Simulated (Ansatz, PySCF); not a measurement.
Energy difference R1 + 2 R2 + R3 → 3 P1 + P2, each structure at its B3LYP-D3(BJ)/def2-TZVP stationary point, reached from a drawn start (curvature not checked).
P1, H2 (SMILES [H][H]) (charge 0, multiplicity 1):
```csv
atom,x (Å),y (Å),z (Å)
H,0.0000,0.0000,0.3720
H,0.0000,0.0000,-0.3720
```
R1, HCl (SMILES Cl) (charge 0, multiplicity 1, Z-matrix in Å and degrees):
```
Cl
H 1 1.2820
```
R2: HF (SMILES F), charge 0, multiplicity 1.
R3: SiH4 (SMILES [SiH4]), charge 0, multiplicity 1.
P2: ClF2HSi (SMILES F[SiH](F)Cl), charge 0, multiplicity 1.

P less R. No zero-point or thermal terms.

Cores are frozen in the correlated methods.

Run with Ansatz (an electronic-structure program); PySCF for the D3/D4 terms. No computed number here is a measurement.

PBE/def2-TZVPP gives -73.17 kcal/mol for the reaction energy.

Q: How do the other levels lie against it? Give each less PBE: PBE-D3(BJ)/def2-TZVPP, r2SCAN/def2-TZVPP, PBE0/def2-TZVPP, wB97M-V/def2-TZVPP, B2PLYP/def2-TZVPP, MP2/cc-pV(Q+d)Z, CCSD(T)/cc-pV(Q+d)Z.

A: PBE-D3(BJ)/def2-TZVPP -0.77; r2SCAN/def2-TZVPP -8.70; PBE0/def2-TZVPP 0.78; wB97M-V/def2-TZVPP -5.65; B2PLYP/def2-TZVPP -4.80; MP2/cc-pV(Q+d)Z -9.53; CCSD(T)/cc-pV(Q+d)Z -5.59 kcal/mol. 1 of 7 lie above PBE; the widest gap is to MP2/cc-pV(Q+d)Z.
